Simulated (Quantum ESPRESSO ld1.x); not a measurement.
The numbers below are computed, except where a source is named.
Question: The aim is the potassium ion K3+ in [Ne] 3s2 3p4. What will ld1.x (Quantum ESPRESSO 7.5) do with this input?

```
 &input
    zed=19.0,
    iswitch=1,
    rel=0,
    dft='BLYP',
    config='[Ne] 3s2 3p4',
    dx=0.001,
    prefix='ld1',
    max_out_wfc=37,
    file_charge='ld1.rho',
 /
```

Answer: Refused. The program stops in do_mesh with "ndmx is too small": the mesh holds 3500 points at most, so dx, xmin and rmax must fit that.

Output (excerpt):

```
     Program LD1 v.7.5 starts

 %%%%%%%%%%%%%%%%%%%%%%%%%%%%%%%%%%%%%%%%%%%%%%%%%%%%%%%%%%%%%%%%%%%%%%%%%%%%%%
     Error in routine do_mesh (1):
     ndmx is too small
 %%%%%%%%%%%%%%%%%%%%%%%%%%%%%%%%%%%%%%%%%%%%%%%%%%%%%%%%%%%%%%%%%%%%%%%%%%%%%%

     stopping ...
```

Run on one thread of a shared host, so times are rough (Intel(R) Xeon(R) Processor @ 2.60GHz): 0.49 s of CPU time, 0.51 s wall.
